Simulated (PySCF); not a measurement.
C4H8GeO2Si.
Cartesian coordinates in Å at the PBE0-D3(BJ)/def2-SVP level; atoms count from 1:
```xyz
16
C4H8GeO2Si angstrom
C     -3.188   -1.110    0.159
O     -2.062   -0.675   -0.592
C     -1.656    0.581   -0.369
O     -2.200    1.330    0.399
Si    -0.067    1.019   -1.371
C      1.363    0.597   -0.312
C      2.290    0.298    0.430
Ge     3.730   -0.174    1.582
H     -2.972   -1.080    1.237
H     -4.060   -0.469   -0.037
H     -3.392   -2.139   -0.159
H     -0.007    0.240   -2.639
H     -0.094    2.481   -1.646
H      4.443    1.110    2.029
H      3.156   -0.918    2.796
H      4.697   -1.081    0.808
```

Level of theory: PBE0-D3(BJ)/def2-SVP geometry optimisation, gas phase in PySCF 2.14.0.

Masses are those of the commonest isotopes; rigid-rotor values at the optimised geometry. The values belong to one conformer with, in the numbering `[CH3:1][O:2][C:3](=[O:4])[SiH2:5][C:6]#[C:7][GeH3:8]`, C1–O2–C3–O4 -1°, O2–C3–Si5–C6 -91°.

Problem. Give the principal moments of inertia and the rotational constants in GHz.

Solution. Ia = 213.64, Ib = 1495.30, Ic = 1597.89 u·Å²; 505379 MHz·u·Å²/I gives 2366, 338.0 and 316.3 MHz, that is A = 2.3656, B = 0.3380, C = 0.3163 GHz.

Problem. Classify the top.

Solution. A near-prolate asymmetric top. Ray's parameter κ = (2B − A − C)/(A − C) = -0.979; −1 is the prolate and +1 the oblate limit.

Problem. Is it planar, by Δ = Ic − Ia − Ib?

Solution. Not planar: Δ = Ic − Ia − Ib = -111.04 u·Å². For a rigid frame Δ = −2 Σ m c², so Σ m c² = 55.52 u·Å² lies off the ab plane: 8.37 from hydrogen and 47.15 from heavier atoms. The atom farthest from that plane is 1.68 Å away.

Problem. Which types of transition are allowed, and where do some lines up to J = 5 fall?

Solution. The dipole components are |μa| = 0.39 D, |μb| = 1.03 D, |μc| = 1.42 D. The squared components, which scale the intensities, stand as 0.08 : 0.52 : 1.00 (a : b : c). Some lines, for components of 0.1 D or more:

| type | branch | J(Ka,Kc) | MHz | lower level (cm⁻¹) |
| --- | --- | --- | --- | --- |
| b | R | 5(0,5) ← 4(1,4) | 1336 | 0.283 |
| a | R | 3(0,3) ← 2(0,2) | 1962 | 0.065 |
| b | Q | 5(1,4) ← 5(0,5) | 2206 | 0.327 |
| a | R | 4(1,4) ← 3(1,3) | 2573 | 0.197 |
| a | R | 5(3,3) ← 4(3,2) | 3272 | 0.830 |
| a | R | 5(3,2) ← 4(3,1) | 3272 | 0.830 |
| b | R | 2(1,2) ← 1(0,1) | 3314 | 0.022 |
| b | R | 4(1,4) ← 3(0,3) | 4547 | 0.131 |
| b | R | 5(1,5) ← 4(0,4) | 5148 | 0.218 |
| c | Q | 2(2,1) ← 2(1,1) | 6083 | 0.135 |
| b | Q | 2(2,1) ← 2(1,2) | 6148 | 0.132 |
| c | R | 2(2,1) ← 1(1,1) | 7435 | 0.089 |
| b | R | 3(2,2) ← 2(1,1) | 8046 | 0.135 |
| c | R | 4(3,2) ← 3(2,2) | 12810 | 0.403 |
| c | Q | 4(4,1) ← 4(3,1) | 14269 | 0.830 |
| b | Q | 4(4,0) ← 4(3,1) | 14269 | 0.830 |

Problem. Estimate the classical rotational partition function at 10 K, 50 K and 298.15 K.

Solution. Point group C1, symmetry number σ = 1; q = (√π/σ)·√((kT/h)³/(ABC)), k/h = 20836.6 MHz/K: 10600 at 10 K, 119000 at 50 K, 1730000 at 298.15 K.

No PBE0-D3(BJ)/def2-SVP frequencies stand behind this structure, so it isn't proved a minimum. These are rigid-rotor constants of the computed structure; measured ground-state constants (B0) also hold zero-point vibration. A rigid rotor knows nothing of internal rotation, which can split or shift real lines.
